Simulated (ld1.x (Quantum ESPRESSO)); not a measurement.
# B: variants of one TM potential

Base potential:

```json
{"Element": "boron (B)", "Generator": "ld1.x (Quantum ESPRESSO) 7.5", "Type": "norm-conserving Troullier–Martins (Kleinman–Bylander form)", "Functional": "PBE", "Relativity": "scalar-relativistic", "Frozen core": "[He]", "Valence charge": "3", "Reference configuration": "2s1.5 2p0 (charge +1.5)", "Partial waves": "2s (bound): rc 0.90 bohr; 2p (bound, empty): rc 3.20 bohr", "Local potential": "all-electron potential smoothed inside 3.00 bohr (lloc = -1)", "Core correction": "a·sin(br)/r model core inside 0.70 bohr"}
```

Cutoffs, loose and tight: the cutoffs (Ry, on a coarse ladder) from which the occupation-weighted sum of valence levels, in a spherical-Bessel basis at the reference potential, stays within 10 and 1 mRy of its value at 400 Ry. They do not see the model core or the augmentation charge, which bear on the density cutoff. Test errors are all-electron minus pseudo excitation energies from the reference, over the configurations 2s2 2p1; 2s2 2p0; 2s1 2p0; 2s2 2p1.3; 2s1 2p1; 2s1 2p2; 2s2 2p0.5. A dash means not determined; rows that change the core or the reference have their own tests. The largest error is taken over the tests solved by every variant that gives reliable tests at all: 2s1 2p0; 2s1 2p1; 2s2 2p0; 2s2 2p0.5.

| change | outcome | cutoff, loose | cutoff, tight | bound ghosts | largest test error (meV) |
| --- | --- | --- | --- | --- | --- |
| base | generated | 80 Ry | 180 Ry | none | +125 |
| wave 2p (bound): rc 3.20 bohr becomes 2p (bound): rc 2.10 bohr | generated | 80 Ry | 180 Ry | none | +46 |
| wave 2p (bound): rc 3.20 bohr becomes 2p (bound): rc 2.38 bohr | generated | 80 Ry | 180 Ry | none | +59 |
| wave 2p (bound): rc 3.20 bohr becomes 2p (bound): rc 2.94 bohr | generated | 80 Ry | 180 Ry | none | +100 |
| wave 2p (bound): rc 3.20 bohr becomes 2p (bound): rc 3.18 bohr | generated | 80 Ry | 180 Ry | none | +125 |
| wave 2p (bound): rc 3.20 bohr becomes 2p (bound): rc 3.72 bohr | generated | 80 Ry | 180 Ry | none | +199 |
| wave 2p (bound): rc 3.20 bohr becomes 2p (bound): rc 3.92 bohr | generated | 80 Ry | 180 Ry | none | +231 |
| wave 2p (bound): rc 3.20 bohr becomes 2p (bound): rc 4.30 bohr | generated | 80 Ry | 180 Ry | none | +304 |
| wave 2p (bound): rc 3.20 bohr becomes 2p (bound): rc 4.76 bohr | generated | 80 Ry | 180 Ry | none | +387 |

Reading the sweep of the p radius (base included, trends over the rows without a ghost): The loose cutoff stays near 80 Ry. The median size of the test errors (rows with all tests solved) rises from 46.4 meV at 2.1 to 231.1 meV at 3.92 bohr. More of the atom is replaced by a form fitted at one configuration, so other configurations suffer as the radius grows.
